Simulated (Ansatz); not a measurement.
BClFH5OSi2 (`B[Si](F)(Cl)O[SiH3]`), relaxed with RKS PBE-D4/def2-SVP in Ansatz from a rough embedded geometry. The force threshold is 0.03 eV/Å; the program also tests the step.

Total charge 0; spin multiplicity 1.

Start:

```xyz
11

B     0.578   -1.828   -0.045
Si   -0.947   -0.675    0.291
F    -1.968   -1.547    1.285
Cl   -2.008   -0.183   -1.421
O    -0.434    0.769    1.114
Si    0.487    1.726    0.017
H     0.795   -2.107   -1.209
H     1.265   -2.167    0.778
H     0.968    2.888    0.754
H     1.618    0.941   -0.473
H    -0.354    2.183   -1.091
```

Q: How much energy does the relaxation release, and in how many steps? (Estimate.)

A: The calculation gave: 0.64 eV, in 24 steps, 2 of them rejected.

Q: Which bonds change most? (Estimate.)

A: Ansatz gave: Si2–O5 from 1.740 to 1.647 Å; B1–H8 from 1.124 to 1.213 Å; B1–Si2 from 1.941 to 1.985 Å; Si6–H9 from 1.458 to 1.500 Å.

Q: Give the relaxed structure. (Best estimate.)

A: Computed: 
```xyz
11

B     0.390   -2.475    0.054
Si   -0.594   -0.777    0.352
F    -1.660   -0.759    1.587
Cl   -1.712   -0.824   -1.423
O     0.284    0.615    0.434
Si    0.452    2.209   -0.086
H     1.402   -2.471   -0.614
H    -0.099   -3.533    0.391
H     0.882    3.034    1.090
H     1.506    2.261   -1.154
H    -0.851    2.722   -0.630
```
